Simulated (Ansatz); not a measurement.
A nudged elastic band was laid between two geometries of AlAsH₄N (7 atoms, charge -1, multiplicity 1).

Level of theory: RKS PBE-D4/def2-TZVP (Ansatz 0.2.0).

```json
{
  "movable images": "7",
  "climbing image": "yes",
  "spring": "5.0 eV/Å²",
  "optimiser": "quadratic models (default)",
  "start path": "through a guess of the saddle point",
  "force threshold": "0.03 eV/Å",
  "iteration limit": "60",
  "end points": "relaxed"
}
```

First end point:

```xyz
7
Properties=species:S:1:pos:R:3
N -1.958 -0.662 -0.649
Al -0.446 0.189 -0.469
As 1.034 -0.710 1.368
H -2.570 -0.303 -1.397
H 0.245 1.468 -1.241
H 1.390 0.698 1.900
H 2.305 -0.680 0.488
```

Last end point:

```xyz
7
Properties=species:S:1:pos:R:3
N -1.632 -0.829 -0.763
Al -0.364 0.353 -0.564
As 1.780 -0.366 0.551
H -2.448 -0.482 -1.289
H -0.145 1.914 -1.043
H 1.724 0.762 1.603
H 1.085 -1.351 1.506
```

Q: What changes between the two ends?

A: No bond is made or broken. The height of As3 over the plane of its neighbours goes from -0.97 to 0.95 Å.

Q: What energy profile does the band end with?

A: It converged. The highest image is number 3 of 0 to 8, 0.66 eV above the first end and 0.67 eV above the last; the last end lies 0.01 eV below the first. A vibrational analysis at the climbing image gives one clearly imaginary mode, 494i cm⁻¹: a first-order saddle point. Limits of this set-up: an anion without diffuse functions.

```csv
image,path coordinate (Å),energy (eV),height of As3 over the plane of its neighbours (Å)
0,0.00,0.00,-0.97
1,1.61,0.00,-0.96
2,3.23,0.00,-0.98
3,4.84,0.66,0.00
4,5.15,0.46,0.36
5,5.47,0.16,0.67
6,5.78,0.02,0.86
7,6.10,-0.01,0.94
8,6.41,-0.01,0.95
```

Q: What is the geometry of the highest image?

A: 
```xyz
7
Properties=species:S:1:pos:R:3
N -1.711 -0.872 -1.070
Al -0.622 0.375 -0.541
As 1.212 -0.212 0.940
H -2.452 -0.521 -1.694
H -0.338 1.977 -0.684
H 2.235 0.763 1.481
H 1.676 -1.509 1.568
```

Q: What are the harmonic wavenumbers there?

A: 494i, 136, 193, 285, 333, 366, 425, 545, 634, 872, 928, 1696, 2196, 2221, 3366 cm⁻¹.

Run time: 3.5 min on 2 threads of Intel(R) Xeon(R) 6975P-C (Granite Rapids) (shared host), peak memory 0.2 GiB.
